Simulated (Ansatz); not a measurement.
Reaction (ligand exchange at the Si–O bond): `BO[SiH2]Br` + `N[SiH3]` → `[SiH3]N[SiH2]Br` + `BO`

Isolated molecules relaxed with PBE0-D4/def2-TZVP in Ansatz; ΔE leaves out vibrations. CCSD(T)/CBS adds triple-zeta CCSD(T) − MP2 to the extrapolated MP2 energy (def2 sets, frozen cores). This one scheme is used for every species. Functionals use def2-TZVPP. B3LYP here is the variant with VWN-RPA as its local correlation; programs differ in this. For Br outer-core shells are correlated without core-valence functions, which leaves a few kJ/mol of doubt a bond. Scalar relativity is left out up to krypton. Each species was taken in one conformer, which may not be the lowest.

| level | ΔE (kJ/mol) |
| --- | --- |
| B3LYP-D4 | 16.8 |
| CAM-B3LYP-D4 | 19.3 |
| r2SCAN | 17.4 |
| B3LYP | 21.8 |
| r2SCANh | 17.7 |
| CAM-B3LYP | 22.4 |
| MP2/def2-SVP | 3.7 |
| HF/CBS(def2) | 31.5 |

Problem. What does CCSD(T)/CBS give? (An estimate is asked.)

Solution. The calculation gave: +16.7 kJ/mol. The listed levels differ from it by 0.1, 2.6, 0.7, 5.1, 1.0, 5.7, -13.0, 14.8 kJ/mol.

Largest T1 diagnostic among the species: 0.014.

Leaving LDA and LC-ωPBE aside and taking each functional with its dispersion term where it has one, the values, not all of them listed here, spread over 12.0 kJ/mol, from revPBE-D4 to B97M-V. LDA lies −3.1 kJ/mol from PBE without D4. In def2-TZVPP, CCSD(T) changes the Hartree–Fock value by −14.4 kJ/mol (the triples alone add −2.2 kJ/mol) and MP2 by −14.8 kJ/mol.
